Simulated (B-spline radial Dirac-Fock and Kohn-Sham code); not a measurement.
## Dipole and non-dipole photoemission parameters of Nd²⁺ 5p3/2

System: the Nd²⁺ ion in the configuration [Xe] 4f4; threshold 38.23 eV (orbital energy of the model). Level of theory: Dirac-Hartree-Slater photoionisation with a Latter tail; cross sections with all multipoles, angular parameters from the dipole term and its interference with E2; a radial atomic solver.

For linearly polarised light dσ/dΩ = σ/(4π) [1 + β P₂(cos θ) + (δ + γ cos²θ) sin θ cos φ], with θ from the polarisation vector and φ the angle between the beam and the projection of the electron momentum on the plane normal to the polarisation.

```
hν (eV)  σ (kb)       β       γ       δ
   53.5     912   1.218   0.259  -0.025
   58.4     651   0.878   0.328  -0.034
   65.6       ?       ?       ?       ?
   65.7     478   0.549   0.315  -0.034
     80     313   0.044   0.221  -0.025
   83.7     288  -0.041   0.185  -0.021
    104     207  -0.194   0.022   0.001
    129     161  -0.001  -0.061   0.020
    232    85.2   0.759   0.081   0.028
    314    62.5   1.078   0.181   0.020
    360    53.3   1.192   0.212   0.016
    371    51.3   1.214   0.217   0.015
    503    34.8   1.409   0.228   0.007
    703    21.9   1.559   0.171   0.002
    711    21.5   1.563   0.168   0.002
    800    18.0   1.602   0.136   0.001
   1220    9.15   1.698   0.016   0.000
 1253.6    8.73   1.702   0.010   0.000
   1440    6.85   1.719  -0.017   0.000
   1580    5.80   1.728  -0.029   0.001
   2000    3.73   1.740  -0.030   0.002
   2240    2.99   1.740  -0.013   0.003
   2930    1.74   1.731   0.072   0.005
   3180    1.47   1.725   0.111   0.005
   3630    1.11   1.712   0.189   0.007
   4630   0.644   1.680   0.373   0.010
 5414.7   0.448   1.652   0.518   0.014
 8047.8   0.171   1.563   0.958   0.029
  12000  0.0599   1.444   1.479   0.057
  15000  0.0324   1.364   1.780   0.081
```

Problem. Give the values at 65.6 eV.

Solution. σ = 480 kb, β = 0.553, γ = 0.315, δ = -0.034.

Values without a named source are computed, but for edge energies of neutral atoms, which are taken from tables.
